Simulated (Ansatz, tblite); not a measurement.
Cost and result up the ladder for Si(NH2)2Cl2 (SiN2Cl2H4) (9 atoms). Total charge 0; singlet. Geometry: PBE-D4/def2-SVP.

```xyz
9

Si    0.2426    0.3755    0.0607
N    -1.4107    0.1725    0.4738
H    -1.6664   -0.5851    1.1121
H    -1.9903    1.0017    0.6194
N     0.8165   -1.0904   -0.6229
H     0.3410   -1.4658   -1.4474
H     1.8240   -1.2590   -0.6581
Cl    1.5695    0.7804    1.6218
Cl    0.2738    2.0700   -1.1595
```

Ansatz on 4 threads of Arm Neoverse V2 on a shared host; xTB runs through tblite on one thread. Times are rough, summed over both states, and most runs start from the orbitals of an earlier one. PBE0-D4/def2-TZVP serves as the yardstick here, not as an exact answer. The other state is a doublet.

The xTB rows come from tblite.

Raw xTB energies of ions are shifted by several eV.

```tsv
level	functions	vertical IE (eV)	difference from PBE0-D4/def2-TZVP (eV)
GFN1-xTB	43	14.05	4.03
GFN2-xTB	39	13.96	3.94
PBE-D4/def2-TZVP	197	9.46	-0.56
r2SCAN-D4/def2-TZVP	197	9.70	-0.33
PBE0-D4/def2-TZVP	197	10.03	0.00
```

(1) Estimate how long each takes.

## Answers

(1) GFN1-xTB 0.011 s; GFN2-xTB 0.011 s; PBE-D4/def2-TZVP 3.9 s; PBE0-D4/def2-TZVP 6.2 s; r2SCAN-D4/def2-TZVP 9.9 s. On shared hardware such times vary by a factor of up to 3.
